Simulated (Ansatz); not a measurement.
The cluster Ga₂As₃, relaxed as a doublet with UKS r2SCAN-D4/def2-SVP in Ansatz, starting from the GFN2-xTB geometry. Force threshold 0.02 eV/Å.

Another isomer (doublet) lies 0.03 eV lower at PBE0-D4/def2-TZVP; other spin states weren't run for this one.

Start:

```xyz
5

Ga    0.875   -0.451    2.253
Ga   -1.427    0.120   -1.998
As    0.117   -1.298   -0.242
As   -0.816    0.884    0.559
As    1.251    0.745   -0.572
```

| step | energy (eV) | largest force component (eV/Å) | SCF passes |
| --- | --- | --- | --- |
| 1 | -287246.3603 | 0.548 | 20 |
| 2 | -287246.4696 | 0.203 | 29 |
| 3 | -287246.4791 | 0.065 | 25 |
| 4 | -287246.4799 | 0.006 | 26 |

Force components are those of the run's own axes.

End:

```csv
atom,x (Å),y (Å),z (Å)
Ga1,0.738,-0.470,2.143
Ga2,-1.412,0.067,-1.832
As3,0.166,-1.309,-0.267
As4,-0.794,0.935,0.555
As5,1.301,0.776,-0.599
```

By distances, no bond broke or formed. The bond that changes most is Ga1–As3, from 2.74 to 2.62 Å (atoms count from 1).

No frequencies were taken in this run, so the end may be a saddle point.

Run time 42 s (4 threads of Intel Xeon on a shared host).
